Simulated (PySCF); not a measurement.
# A thermochemical cycle for RbCa

PBE0 in PySCF with def2-SVP on every atom (core potentials on Rb), for the lowest determinant that a PBE0 search found; no spin–orbit coupling. RbCa, a doublet (σ ↑), has De = 0.21 eV to neutral atoms, and RbCa⁺, a singlet (closed shell), has De = 0.47 eV to Rb⁺ + Ca.

The adiabatic ionisation energy of RbCa, between the minima, is 3.94 eV.

Question: Which ionisation energy of the Rb atom does this level give?

Answer: IE(Rb) = IE(molecule) + De(ion) − De(neutral) = 3.94 + 0.47 − 0.21 = 4.20 eV; the measured value is 4.177 eV (NIST ASD).

Closed-shell solutions of metal pairs were not tested for spin polarisation, which can lower them a little. Weak bonds: RbCa, RbCa⁺. Basis-set superposition, not corrected here, can be much of De in a small basis, most of all at correlated wavefunction levels. For an ion De counts to the pair picked by the measured ionisation energies or electron affinities, which need not be the lowest pair at this level. States were picked by a PBE0 search and need not be the measured ground states.
